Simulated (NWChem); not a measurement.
Molecule: C2H2ClI; SMILES C=C(Cl)I

```xyz
6

C     -1.8128     1.3230     0.0000
C     -0.5233     0.9920     0.0000
Cl     0.7350     2.1655     0.0000
I      0.1173    -1.0120     0.0000
H     -2.5900     0.5575     0.0000
H     -2.1053     2.3761     0.0000
```
Atoms are numbered in this order, from 1.

All runs: NWChem. Coordinates come from a PBE0/def2-SVP optimisation. No frequency run checked for a minimum. def2 effective core potentials on I; no spin-orbit coupling. Ions are spin-unrestricted doublets at the neutral geometry; other ion states weren't tried.

For level CAM-B3LYP/def2-SVP:

vertical ionisation energy, ΔSCF (eV): 9.37
−ε(HOMO) (eV): 8.39

Q: How do the values read with level PBE/def2-SVP instead?

A: 
| Quantity | Result |
|---|---|
| vertical ionisation energy, ΔSCF (eV) | 8.99 |
| −ε(HOMO) (eV) | 6.04 |
